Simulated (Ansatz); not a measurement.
`C[O][SnH]([NH2])[F]`, relaxed with RKS PBE0-D4/def2-TZVP in Ansatz 0.2.0 from a PBE-D4/def2-SVP geometry. The force threshold is 0.005 eV/Å; the program also tests the step.

Total charge 0; spin multiplicity 1. Sn takes the def2 core potential.

Start:

```xyz
11

C    -0.916    0.312    1.640
O    -0.139   -0.729    1.086
Sn    0.118   -0.799   -0.911
N     1.463    0.563   -1.644
F     1.019   -2.521   -1.059
H    -0.985    0.143    2.738
H    -1.964    0.349    1.252
H    -0.470    1.328    1.496
H    -1.363   -0.850   -1.799
H     1.018    1.472   -1.834
H     2.218    0.733   -0.965
```

```tsv
step	energy (eV)	largest force (eV/Å)	largest move (Å)
1	-13216.6804	0.752	0.000
2	-13216.7841	0.373	0.076
3	-13216.7948	0.162	0.030
4	-13216.7964	0.067	0.026
5	-13216.7972	0.024	0.036
6	-13216.7974	0.010	0.024
7	-13216.7976	0.020	0.030
8	-13216.7977	0.079	0.060
9	-13216.7979	0.032	0.009
10	-13216.7981	0.009	0.020
11	-13216.7984	0.118	0.115
14	-13216.7993	0.059	0.058
17	-13216.7997	0.015	0.027
20	-13216.7998	0.037	0.036
23	-13216.8000	0.003	0.017
26	-13216.8000	0.015	0.031
29	-13216.8002	0.058	0.033
32	-13216.8013	0.076	0.064
35	-13216.8071	0.208	0.099
38	-13216.8399	0.311	0.184
41	-13216.8675	0.139	0.076
44	-13216.8746	0.105	0.100
47	-13216.8805	0.088	0.072
50	-13216.8850	0.025	0.043
53	-13216.8870	0.008	0.021
56	-13216.8873	0.009	0.006
58	-13216.8873	0.003	0.007
```

End:

```xyz
11

C    -0.830    0.356    1.561
O    -1.294   -0.242    0.372
Sn   -0.050   -0.815   -1.017
N     1.214    0.632   -1.589
F     1.144   -2.084   -0.208
H    -0.341   -0.371    2.219
H    -1.691    0.772    2.090
H    -0.124    1.176    1.374
H    -0.964   -1.580   -2.213
H     0.845    1.570   -1.501
H     2.093    0.585   -1.089
```

Hardware: 4 threads of an Intel Xeon 6975P-C on a shared host. Wall time 2.1 min, peak host memory 0.64 GiB.
